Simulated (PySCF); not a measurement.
Cl3In, charge -1, doublet, at a GFN2-xTB geometry (such geometries of metal compounds can be far from the true shape) (a state made from the parent by changing its charge; the spin is typed, not shown lowest) (core potentials on In). Base run: PySCF with B3LYP/def2-SVP.

Input for PySCF:
```python
from pyscf import gto, scf, dft

mol = gto.M(
    atom='''
In   -0.085964   -0.391910   -0.261744
Cl    2.342113    0.175013   -0.188861
Cl   -0.830550   -0.660276    2.103809
Cl   -1.263785    1.614885   -1.160510
''',
    basis='def2-svp',
    ecp={'In': 'def2-svp'},
    charge=-1,
    spin=1,
    verbose=4,
)

mf = dft.UKS(mol)
mf.xc = 'b3lyp'
mf.kernel()
mf.analyze()
```

Each row names what was changed in the base input (with any setting that the change needs).

```tsv
change	ΔE vs base (mEh)	grid points	electrons on the grid	outcome
base	0.000	78520	73.00000	converged
grids.prune = dft.gen_grid.sg1_prune	-	-	-	input refused
grids.prune = dft.gen_grid.treutler_prune	0.000	77344	73.00000	converged
grids.atom_grid = (99, 590)	0.003	118288	73.00000	converged
grids.level = 2	0.008	49288	73.00001	converged
small_rho_cutoff = 0	0.000	78520	73.00000	converged
grids.becke_scheme = stratmann	0.003	78520	73.00000	converged
grids.level = 4	0.003	118200	73.00000	converged
grids.level = 0	135.9	7680	72.97823	converged
grids.atom_grid = (30, 110)	-0.260	9696	72.99974	converged
grids.level = 1	0.055	27040	72.99999	converged
```

Open shells are given as the SCF converged; they aren't shown to be the lowest states, and a large step between rows can be another state.

- grids.prune = dft.gen_grid.sg1_prune: ended with `IndexError: index 49 is out of bounds for axis 0 with size 19`
